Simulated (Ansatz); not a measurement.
`Cl[SiH](Br)Br` + H₂O → `O[SiH](Cl)Br` + HBr  (formal hydrolysis of the Si–Br bond)

Isolated molecules relaxed with PBE0-D4/def2-TZVP in Ansatz; ΔE leaves out vibrations. CCSD(T)/CBS is the MP2 limit (def2-TZVPP, def2-QZVPP) plus CCSD(T) − MP2 in def2-TZVPP, frozen cores. This one scheme is used for every species. Functionals use def2-TZVPP. B3LYP here is the variant with VWN-RPA as its local correlation; programs differ in this. HSE06 is defined as in plane-wave codes. For Br outer-core shells are correlated without core-valence functions, which leaves a few kJ/mol of doubt a bond. Scalar relativity is left out up to krypton. One conformer a species, not always the lowest.

`Cl[SiH](Br)Br`:

Z-matrix (Å, degrees):
```
Si
Cl 1 2.032
Br 1 2.197 2 109.7
Br 1 2.197 2 109.7 3 120.9
H 1 1.471 2 109.1 3 -119.5
```

H₂O:

Z-matrix (Å, degrees):
```
O
H 1 0.960
H 1 0.960 2 105.1
```

`O[SiH](Cl)Br`:

Z-matrix (Å, degrees):
```
Si
Cl 1 2.042
Br 1 2.209 2 107.7
O 1 1.622 2 111.3 3 -122.0
H 1 1.468 2 109.7 3 119.5
H 4 0.959 1 119.2 2 63.3
```

HBr:

```xyz
2

Br    0.633    0.037    0.320
H    -0.633   -0.037   -0.320
```

CCSD(T)/CBS gives -3.5 kcal/mol.

(1) Another level gave -6.4 kcal/mol. Which?
A. CAM-B3LYP/def2-TZVPP
B. SCS-MP2/def2-TZVPP
C. HSE06-D4/def2-TZVPP
D. B3LYP/def2-TZVPP

Largest T1 diagnostic among the species: 0.009.

## Answers

(1) D. B3LYP -6.4, SCS-MP2/def2-TZVPP -5.2, CAM-B3LYP -7.7, HSE06-D4 -3.0 kcal/mol.

The D4 term adds +1.3 kcal/mol with B3LYP and +0.7 kcal/mol with PBE0; it sums over pairs of atoms, weighted by their polarisabilities, and B3LYP, whose exchange is more repulsive, gets the larger term. Leaving LDA and LC-ωPBE aside and taking each functional with its dispersion term where it has one, the values, not all of them listed here, spread over 4.4 kcal/mol, from CAM-B3LYP-D4 to revPBE-D4. LDA lies −1.6 kcal/mol from PBE without D4. In def2-TZVPP, CCSD(T) changes the Hartree–Fock value by +2.4 kcal/mol (the triples alone add +0.5 kcal/mol) and MP2 by +4.0 kcal/mol.

CCSD(T)/CBS has its own doubt, a few kJ/mol and more with outer-core shells, so smaller differences from it don't rank the levels.
